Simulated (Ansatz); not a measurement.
CO$_{2}$Zn. The species carries charge 0 and has multiplicity 1. The bonds changed during the relaxation, so this is another structure than the one it started from. The structure was optimised at the PBE0-D4/def2-TZVP level.

```xyz
4

O     0.697    0.535   -1.193
C    -0.246    0.706   -0.544
O    -1.189    0.879    0.103
Zn    0.737   -2.120    1.634
```

**Question.** What is the dipole moment at B3LYP/def2-TZVPP? (An estimate is asked.)

**Answer.** Computed: 0.13 D, with components (0.04, -0.10, 0.08) D in this frame, pointing from negative to positive charge.

**Question.** And with PBE, r2SCAN, ωB97M-V? (Estimate.)

**Answer.** Ansatz gave: PBE 0.15 D, r2SCAN 0.12 D, ωB97M-V 0.16 D.

**Question.** Give the Mulliken charges with B3LYP, ωB97M-V, r2SCAN in def2-TZVPP. (Best estimate.)

**Answer.** Ansatz gave: 
| atom | B3LYP | ωB97M-V | r2SCAN |
| --- | --- | --- | --- |
| O1 | -0.18 | -0.21 | -0.20 |
| C2 | 0.36 | 0.42 | 0.40 |
| O3 | -0.18 | -0.21 | -0.20 |
| Zn4 | 0.00 | 0.00 | 0.00 |

B3LYP here is the variant with VWN-RPA as its local correlation; programs differ in this.
